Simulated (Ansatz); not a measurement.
System: CdI (charge 0, doublet). The spin state was set by rule; other spins were not relaxed. SMILES of the parent species: [Cd][I]
Geometry from a B3LYP-D3(BJ)/def2-TZVP (Ansatz, an electronic-structure program) optimisation:
```xyz
2

Cd     0.0000     0.0000    -1.4459
I      0.0000     0.0000     1.3095
```
Charge 0, spin multiplicity 2.

Property: atomisation energy (electronic, to ground-state atoms), in eV. Valence correlation only, unless marked. Open shells are spin-unrestricted. Spin-orbit coupling is left out. The frozen core is the preceding noble-gas configuration, with the filled d and f shells of earlier blocks. In def2 rows, elements after Kr have scalar-relativistic effective core potentials. STO-3G rows are all-electron and non-relativistic. The coupled-cluster limit lacks core correlation, which all-electron functionals hold. CBS marks a two-point X^-3 extrapolation of the correlation energy; Hartree-Fock from the larger set.

```tsv
level	program	atomisation energy (eV)
PBE0/def2-TZVP	Ansatz	1.29
BHLYP/def2-TZVPD	Ansatz	1.09
CAM-B3LYP-D3(BJ)/def2-TZVPD	Ansatz + dftd3	1.14
B2PLYP/def2-TZVPD	Ansatz	1.11
MP2/def2-SVP	Ansatz	1.07
CCSD(T)/STO-3G	Ansatz	2.44
CCSD(T)/CBS(def2-TZVPPD,def2-QZVPPD)	Ansatz	1.20
```
